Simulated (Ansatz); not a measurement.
**Question.** Predict a relaxed structure of SiEt2Me2 (C₆H₁₆Si), charge 0, singlet, at B3LYP-D4/def2-SVP (Ansatz).

**Answer.** 
```xyz
23

Si   -0.0462   -0.2974   -0.2997
C     1.1264    0.7257   -1.3849
C     2.2280    1.4819   -0.6281
H     0.5142    1.4359   -1.9714
H     1.5789    0.0434   -2.1285
H     2.8833    2.0513   -1.3087
H     1.8050    2.2016    0.0925
H     2.8733    0.7938   -0.0566
C    -0.9217    0.8469    0.9363
C    -1.9834    0.1662    1.8128
H    -1.3781    1.6779    0.3668
H    -0.1506    1.3150    1.5752
H    -2.4487    0.8702    2.5232
H    -2.7956   -0.2650    1.2039
H    -1.5530   -0.6573    2.4073
C     0.9383   -1.6081    0.6441
H     1.4964   -2.2601   -0.0490
H     0.2748   -2.2519    1.2453
H     1.6670   -1.1460    1.3309
C    -1.3254   -1.1464   -1.4025
H    -1.9459   -0.4063   -1.9357
H    -2.0006   -1.7892   -0.8137
H    -0.8365   -1.7820   -2.1598
```
 This is one stationary point.
